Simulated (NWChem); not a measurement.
All runs are NWChem calculations. System: H5Si2, charge 0, spin multiplicity 2, at a geometry optimised with UPBE/def2-SVP. The structure started from a generated list of species. Its SCF solution wasn't tested for a lower state. Level: ROCCSD(T)/def2-TZVP, 10 core orbitals frozen.

Output (cleaned and shortened):

```
             Northwest Computational Chemistry Package (NWChem) 7.3.0
             --------------------------------------------------------

                                NWChem Input Module
                                -------------------

 Scaling coordinates for geometry "geometry" by  1.889725989
 (inverse scale =  0.529177249)

 Turning off AUTOSYM since
 SYMMETRY directive was detected!

                             Geometry "geometry" -> ""
                             -------------------------

 Output coordinates in angstroms (scale by  1.889725989 to convert to a.u.)

  No.       Tag          Charge          X              Y              Z
 ---- ---------------- ---------- -------------- -------------- --------------
    1 Si                  14.0000    -0.13027100    -1.20920400     0.00000000
    2 Si                  14.0000     0.05368000     1.12418700     0.00000000
    3 H                    1.0000     0.42025200    -1.87686400     1.23443100
    4 H                    1.0000     0.42025200    -1.87686400    -1.23443100
    5 H                    1.0000    -0.62753600     1.67300000    -1.22473800
    6 H                    1.0000    -0.62753600     1.67300000     1.22473800
    7 H                    1.0000     1.48685200     1.59796200     0.00000000

 Effective nuclear repulsion energy (a.u.)      82.0536724202

            Nuclear Dipole moment (a.u.)
            ----------------------------
        X                 Y               Z
 ---------------- ---------------- ----------------
     0.0000188973    -0.0000075589     0.0000000000

      Symmetry information
      --------------------

 Group name             Cs
 Group number              2
 Group order               2
 No. of unique centers     5

      Symmetry unique atoms

     1    2    3    5    7


 Summary of "ao basis" -> "" (spherical)
 ------------------------------------------------------------------------------
       Tag                 Description            Shells   Functions and Types
 ---------------- ------------------------------  ------  ---------------------
 *                         def2-tzvp                  on all atoms

 Summary of "ao basis" -> "ao basis" (spherical)
 ------------------------------------------------------------------------------
       Tag                 Description            Shells   Functions and Types
 ---------------- ------------------------------  ------  ---------------------
 Si                        def2-tzvp                13       37   5s5p2d1f
 H                         def2-tzvp                 4        6   3s1p

                                 NWChem SCF Module
                                 -----------------

  ao basis        = "ao basis"
  functions       =   104
  atoms           =     7
  closed shells   =    16
  open shells     =     1
  charge          =   0.00
  wavefunction    = ROHF
  use symmetry    = T
  symmetry adapt  = T

 Summary of "ao basis" -> "ao basis" (spherical)
 ------------------------------------------------------------------------------
       Tag                 Description            Shells   Functions and Types
 ---------------- ------------------------------  ------  ---------------------
 Si                        def2-tzvp                13       37   5s5p2d1f
 H                         def2-tzvp                 4        6   3s1p

      Symmetry analysis of basis
      --------------------------

        a'         67
        a"         37

 Forming initial guess at       0.1s

      Symmetry analysis of molecular orbitals - initial
      -------------------------------------------------

  Numbering of irreducible representations:

     1 a'          2 a"

  Orbital symmetries:

     1 a'          2 a'          3 a'          4 a'          5 a'
     6 a"          7 a'          8 a'          9 a"         10 a'
    11 a'         12 a'         13 a"         14 a'         15 a"
    16 a'         17 a'         18 a"         19 a'         20 a'
    21 a'         22 a"         23 a'         24 a'         25 a'
    26 a"         27 a'

 Starting SCF solution at       0.1s

 ----------------------------------------------
         Quadratically convergent ROHF
[...]
 x =  -0.03290690 y =  -0.03652756 z =   0.00000000

 moments of inertia (a.u.)
 ------------------
         348.721295795448         -17.010131949458           0.000000000000
         -17.010131949458          35.744978328796           0.000000000000
           0.000000000000           0.000000000000         340.935509804757

  Mulliken analysis of the total density
  --------------------------------------

    Atom       Charge   Shell Charges
 -----------   ------   -------------------------------------------------------
    1 Si  14    13.96   2.00  0.59  1.39  0.85  0.53  4.12  1.73  0.50  1.51  0.54  0.08  0.12  0.01
    2 Si  14    13.86   2.00  0.58  1.39  0.81  0.47  4.12  1.73  0.51  1.53  0.40  0.11  0.17  0.02
    3 H    1     1.03   0.23  0.55  0.24  0.01
    4 H    1     1.03   0.23  0.55  0.24  0.01
    5 H    1     1.04   0.23  0.56  0.24  0.01
    6 H    1     1.04   0.23  0.56  0.24  0.01
    7 H    1     1.04   0.23  0.56  0.24  0.01

 Mulliken analysis of the open-shell density
 -------------------------------------------

    Atom       Charge   Shell Charges
 -----------   ------   -------------------------------------------------------
    1 Si  14     0.94   0.00  0.00 -0.00  0.06  0.08  0.02 -0.01  0.08  0.43  0.27  0.00  0.01  0.00
    2 Si  14     0.03   0.00  0.00 -0.00  0.00  0.00  0.00 -0.00  0.00  0.01 -0.00  0.00  0.01  0.00
    3 H    1     0.01   0.00  0.01  0.00  0.00
    4 H    1     0.01   0.00  0.01  0.00  0.00
    5 H    1     0.00   0.00  0.00  0.00  0.00
    6 H    1     0.00   0.00  0.00  0.00  0.00
    7 H    1     0.01   0.00  0.00  0.00  0.00

       Multipole analysis of the density wrt the origin
       ------------------------------------------------

     L   x y z        total         open         nuclear
     -   - - -        -----         ----         -------
     0   0 0 0     -0.000000     -1.000000     33.000000

     1   1 0 0      0.001463      1.171637      0.000019
     1   0 1 0      0.015488      2.327302     -0.000008
     1   0 0 1     -0.000000     -0.000000      0.000000

     2   2 0 0    -23.483409     -5.252171     12.961122
     2   1 1 0     -0.036866     -3.590487      6.245341
     2   1 0 1      0.000000      0.000000      0.000000
     2   0 2 0    -24.055561     -8.024425    190.552590
     2   0 1 1     -0.000000      0.000000      0.000000
     2   0 0 2    -23.267921     -1.786130     21.596390

                   NWChem Extensible Many-Electron Theory Module
                   ---------------------------------------------


            General Information
            -------------------
      Number of processors :     1
         Wavefunction type : Restricted open-shell Hartree-Fock
          No. of electrons :    33
           Alpha electrons :    17
            Beta electrons :    16
           No. of orbitals :   208
            Alpha orbitals :   104
             Beta orbitals :   104
        Alpha frozen cores :    10
         Beta frozen cores :    10
     Alpha frozen virtuals :     0
      Beta frozen virtuals :     0
         Spin multiplicity : doublet
    Number of AO functions :   104
       Number of AO shells :    46
        Use of symmetry is : on
      Symmetry adaption is : on
         Schwarz screening : 0.10D-09

          Correlation Information
          -----------------------
          Calculation type : Coupled-cluster singles & doubles w/ perturbation
   Perturbative correction : (T)
            Max iterations :      100
        Residual threshold : 0.10D-05
     T(0) DIIS level shift : 0.00D+00
     L(0) DIIS level shift : 0.00D+00
     T(1) DIIS level shift : 0.00D+00
     L(1) DIIS level shift : 0.00D+00
     T(R) DIIS level shift : 0.00D+00
     T(I) DIIS level shift : 0.00D+00
   CC-T/L Amplitude update :  5-th order DIIS
                I/O scheme : Global Array Library
        L-threshold :  0.10D-05
        EOM-threshold :  0.10D-05
 no EOMCCSD initial starts read in
 TCE RESTART OPTIONS
 SLICE:      F
 D4D5:       F
 quantumc:   F
 qrotation:  F
 pwtce:      F
 qducc:      F
 nacto:                         0
 nrotv:                         0
 nrot:                          0

            Memory Information
            ------------------
          Available GA space size is     249015168 doubles
          Available MA space size is     104851764 doubles

 Maximum block size supplied by input
 Maximum block size        24 doubles

 tile_dim =     18

 -------------------------------------------------
   1    alpha     a'     4 doubles       0       1
   2    alpha     a'     1 doubles       4       2
   3    alpha     a"     2 doubles       5       3
   4    beta      a'     4 doubles       7       4
   5    beta      a"     2 doubles      11       5
   6    alpha     a'    18 doubles      13       6
   7    alpha     a'    18 doubles      31       7
   8    alpha     a'    18 doubles      49       8
   9    alpha     a"    16 doubles      67       9
  10    alpha     a"    17 doubles      83      10
  11    beta      a'     1 doubles     100      11
  12    beta      a'    18 doubles     101      12
  13    beta      a'    18 doubles     119      13
  14    beta      a'    18 doubles     137      14
  15    beta      a"    16 doubles     155      15
  16    beta      a"    17 doubles     171      16

 Global array virtual files algorithm will be used

 Parallel file system coherency ......... OK

 4-electron integrals stored in orbital form

 v2    file size   =          7712980
 4-index algorithm nr.  13 is used
 imaxsize =       30
 imaxsize ichop =        0


CCSD iterations
 ---------------------------------------------------------
 Iter          Residuum       Correlation     Cpu    Wall
 ---------------------------------------------------------
    1   0.1446295343162  -0.2269976536042     0.8     0.8
    2   0.0421942699051  -0.2620156200469     0.8     0.8
    3   0.0151145214021  -0.2698773268848     0.9     0.9
    4   0.0060564036449  -0.2722418567868     0.9     0.9
    5   0.0028217290801  -0.2730378465110     0.8     0.8
    6   0.0010723876744  -0.2735190742566     0.8     0.8
    7   0.0005045545847  -0.2735616838560     0.8     0.8
    8   0.0002989148375  -0.2735730210516     0.8     0.8
    9   0.0001759698265  -0.2735809994202     0.9     0.9
   10   0.0001211963810  -0.2735847932819     0.8     0.8
   11   0.0000347747464  -0.2735908050538     0.8     0.8
   12   0.0000186801293  -0.2735922316846     0.8     0.8
   13   0.0000113221524  -0.2735924805522     0.9     0.9
   14   0.0000074591898  -0.2735926091557     1.2     1.2
   15   0.0000048280988  -0.2735925768983     0.9     0.9
   16   0.0000012924046  -0.2735925834236     0.9     0.9
   17   0.0000006438264  -0.2735925829232     0.8     0.8
 -----------------------------------------------------------------
 Iterations converged
 CCSD correlation energy / hartree =        -0.273592582923224
 CCSD total energy / hartree       =      -581.017834819520658

 Singles contributions

 Doubles contributions
 CCSD(T)
 Using plain CCSD(T) code
             total no. of tasks         1305
 total no. of tasks / no. procs         1305
                         wl_min           16           1.6
                         wl_max       373248           8.5
        thresh for no. of tasks         1305

 CCSD[T]  correction energy / hartree =        -0.008986091332636
 CCSD[T] correlation energy / hartree =        -0.282578674255861
 CCSD[T] total energy / hartree       =      -581.026820910853303
 CCSD(T)  correction energy / hartree =        -0.008778466627556
 CCSD(T) correlation energy / hartree =        -0.282371049550781
 CCSD(T) total energy / hartree       =      -581.026613286148176

 Task  times  cpu:       58.4s     wall:       58.4s

 Total times  cpu:       58.4s     wall:       58.4s
```

**Question.** Write an NWChem input that would produce this output.

**Answer.** Several could match; the one computed here: 
```
start mol
memory heap 100 mb stack 700 mb global 1900 mb
geometry units angstroms nocenter noautoz
  Si    -0.130271    -1.209204     0.000000
  Si     0.053680     1.124187     0.000000
  H      0.420252    -1.876864     1.234431
  H      0.420252    -1.876864    -1.234431
  H     -0.627536     1.673000    -1.224738
  H     -0.627536     1.673000     1.224738
  H      1.486852     1.597962     0.000000
  symmetry group Cs
end
basis spherical
  * library def2-tzvp
end
scf
  rohf
  nopen 1
  maxiter 100
  thresh 1e-7
  semidirect memsize 60000000 filesize 0
  # guess.movecs holds the orbitals of an unrestricted PBE0 run
  vectors input guess.movecs output mol.movecs
end
tce
  freeze core 10
  ccsd(t)
  2eorb
  2emet 13
  thresh 1e-6
  maxiter 100
  tilesize 24
end
task tce energy
```
